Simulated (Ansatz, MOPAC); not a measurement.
Molecule: InF, net charge 0, singlet state. SMILES: [F][In]
Geometry: optimised at B3LYP-D3(BJ)/def2-TZVP (Ansatz, an electronic-structure program).

Wanted: vertical ionisation energy to the doublet, in eV. Set-up: each state is the SCF solution reached for its charge and spin; open shells spin-unrestricted; LANL2DZ with its own core potentials from Na on; six Cartesian d functions in 6-31G* and its kin unless marked 5d; def2 sets with scalar-relativistic core potentials past Kr; no spin-orbit coupling. First-principles rows: single points at B3LYP-D3(BJ) geometries (Ansatz). Semi-empirical rows: differences of heats of formation at the shared geometry for vertical values.

```json
[
 {"species": "charge 1, doublet", "coefficient": "+1", "E at B3LYP/6-31G* with LANL2DZ past Ar (Ansatz), Eh": "-101.41163", "E at wB97X-V/def2-TZVPD (Ansatz), Eh": "-289.65816", "heat of formation at MNDO (MOPAC), kcal/mol": "229.55"},
 {"species": "charge 0, singlet", "coefficient": "-1", "E at B3LYP/6-31G* with LANL2DZ past Ar (Ansatz), Eh": "-101.76651", "E at wB97X-V/def2-TZVPD (Ansatz), Eh": "-290.02753", "heat of formation at MNDO (MOPAC), kcal/mol": "-23.68"}
]
```

 1 Eh = 27.2114 eV and 1 eV = 23.0605 kcal/mol.

Work the quantity out at each level.


- B3LYP/6-31G* with LANL2DZ past Ar: the sum of coefficient times E is 0.35488 Eh, or 9.657 eV. Result: 9.66 eV.
- wB97X-V/def2-TZVPD: the sum of coefficient times E is 0.36937 Eh, or 10.051 eV. Result: 10.05 eV.
- MNDO: the sum of coefficient times heat of formation is 253.23 kcal/mol, or 10.98 eV.
